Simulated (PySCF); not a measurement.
**Potential energy of RbBi along the bond**

Set-up: Rb def2-SVPD with ECP28, Bi def2-SVPD with ECP60; scalar-relativistic core potentials (PySCF 2.14). Energies in eV from Rb + Bi in their ground configurations at the same level. State: ³Σ⁻ (triplet), unpaired electrons π ↑↑.

All columns are B97-3. A positive dipole means Rb(−)Bi(+).

```tsv
R (Å)	E (eV)	μ (D)	Mulliken charge on Rb (basis-dependent)	HOMO (eV)	LUMO (eV)	Mayer bond order	⟨S²⟩
3.068	-0.750	-7.72	0.50	-3.54	-2.16	0.80	2.02
3.211	-0.979	-8.21	0.50	-3.52	-2.05	0.81	2.02
3.354	-1.106	-8.62	0.48	-3.50	-1.97	0.82	2.02
3.461	-1.154	-8.88	0.47	-3.47	-1.92	0.83	2.02
3.568	-1.170	-9.10	0.45	-3.45	-1.87	0.85	2.02
3.675	-1.163	-9.29	0.43	-3.42	-1.84	0.86	2.03
3.818	-1.128	-9.45	0.40	-3.39	-1.81	0.87	2.04
3.996	-1.058	-9.50	0.37	-3.36	-1.83	0.88	2.06
4.210	-0.953	-9.41	0.33	-3.32	-2.05	0.86	2.09
4.496	-0.804	-9.16	0.28	-3.28	-2.34	0.82	2.16
```

A fit through these points gives, at Re = 3.586 Å, μ = -9.14 D and dμ/dR = -1.83 D/Å; the reduced mass is 60.38 u.

Q: How strong is the fundamental in the double-harmonic approximation, I = 42.26·(dμ/dR)²/μred km/mol?

A: I = 42.26·(-1.83)²/60.38 = 2.34 km/mol at B97-3.

⟨S²⟩ of the unrestricted solution departs from its pure value on part of the curve, where spin states mix. Spin–orbit coupling is left out, which matters for elements this heavy, above all for dissociation energies. The state was picked by a PBE0 search and need not be the measured ground state.
